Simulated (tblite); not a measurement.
C$_{3}$F$_{5}$ (SMILES FC(F)=[C]C(F)(F)F), doublet, geometry from GFN2-xTB; GFN1-xTB run with tblite.

tblite was given this input:
```
$ tblite run mol.xyz --method gfn1 --charge 0 --spin 1 --json tblite.json --no-restart

# file mol.xyz
8

F      2.08823266    -0.84310013     1.48714242
C      1.34967774    -0.21136558     0.60608940
F      2.10820213     0.63648515    -0.08184707
C      0.07347268    -0.39191493     0.43848846
C     -1.08282283     0.04051778    -0.34952189
F     -1.28492352     1.36519252    -0.24993221
F     -2.21267400    -0.55444525     0.03690842
F     -0.92572232    -0.22895712    -1.65564220
```

Output, abridged:

```
xTB calculator
 | screened Coulomb repulsion
 | Coulomb electrostatics
 |  * isotropic Klopman-Ohno-Mataga-Nishimoto electrostatics
 |  * onsite third-order electrostatics
 | DFT-D3(BJ) dispersion correction

halogen bonding energy    0.0000000000000E+00 Eh
repulsion energy          1.2430257543314E-01 Eh
dispersion energy        -2.0607182674991E-03 Eh
number of electrons       4.7000000000000E+01 e
integral cutoff           1.7350510997663E+01 bohr

------------------------------------------------------------
  cycle        total energy    energy error   density error
------------------------------------------------------------
      1     -31.51072024058  -3.1632962E+01   6.7815471E-01
      2     -31.92790912646  -4.1718889E-01   3.3402361E-01
      3     -31.92929628839  -1.3871619E-03   1.7392332E-01
      4     -31.92920278755   9.3500840E-05   1.1244816E-02
      5     -31.92945621876  -2.5343120E-04   3.7252059E-03
      6     -31.92947593754  -1.9718786E-05   6.5768331E-04
      7     -31.92947666736  -7.2981242E-07   2.7512200E-05
      8     -31.92947666837  -1.0181225E-09   1.1965120E-05
------------------------------------------------------------

electronic energy        -3.2051718525539E+01 Eh
total energy             -3.1929476668374E+01 Eh

Post processing:
 | Mayer-Wiberg bond orders

[Info] JSON dump of results written to 'tblite.json'
```
